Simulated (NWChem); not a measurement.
**Correlation energy of hydrogen bromide (HBr)**

```
Br
H 1 1.4224
```
Charge 0, spin multiplicity 1.

Program: NWChem. The geometry was optimised at PBE0/def2-SVP, a minimum by its harmonic frequencies.

Basis set: 3-21G. Each correlation energy counts from its own Hartree-Fock reference.

The Hamiltonian is non-relativistic. The correlated methods keep 9 core orbitals frozen. No row is a measurement; the coupled-cluster row has its own basis-set and correlation limits.

Task: One of these methods gave a correlation energy of -41.5 mHa. Which?
(A) SCS-MP2
(B) MP2
(C) CCSD

Result: B, MP2. The others give -44.3 (SCS-MP2), -51.6 (CCSD).
